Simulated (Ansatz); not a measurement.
System: C₂H₁₀BN₂, charge 1, multiplicity 1. It need not be the lowest isomer of its formula. 
Geometry from a B3LYP-D3(BJ)/def2-TZVP (Ansatz, a program for electronic structure) optimisation:
```
B
N 1 1.3717
H 2 1.0090 1 126.93
H 2 1.0100 3 112.32 1 -179.33
C 1 1.5534 2 129.07 3 -179.01
H 5 1.0922 1 109.28 2 -7.76
H 5 1.0984 6 105.14 1 -116.34
C 5 1.5421 6 109.83 7 -117.11
H 8 1.0887 5 110.64 6 54.15
H 8 1.0917 9 107.33 5 122.11
H 8 1.0941 9 106.29 10 115.64
N 1 1.5847 2 115.21 3 1.42
H 12 1.0209 1 115.00 2 -0.65
H 12 1.0232 13 107.51 1 123.52
H 12 1.0235 13 107.63 14 113.65
```
Charge +1, spin multiplicity 1.

Basis-set convergence of Hartree-Fock and CCSD(T) correlation energies (hartree) with Ansatz. Correlated levels leave the core frozen unless marked. No spin-orbit coupling. No relativistic terms.

```json
[
 {"basis": "cc-pVDZ", "functions": "120", "E(HF)": "-215.03202", "E(corr, CCSD(T))": "-0.79792"},
 {"basis": "cc-pVTZ", "functions": "290", "E(HF)": "-215.09621", "E(corr, CCSD(T))": "-0.96444"},
 {"basis": "cc-pVQZ", "functions": "575", "E(HF)": "-215.11060", "E(corr, CCSD(T))": "-1.01438"}
]
```

Extrapolating the two largest sets (X = 3 and 4) as X^-3: E(corr) = (64·(-1.01438) - 27·(-0.96444))/37 = -1.0508 Eh, an estimate of the basis-set limit. The largest set recovers 96.5 % of it, the smallest 75.9 %.
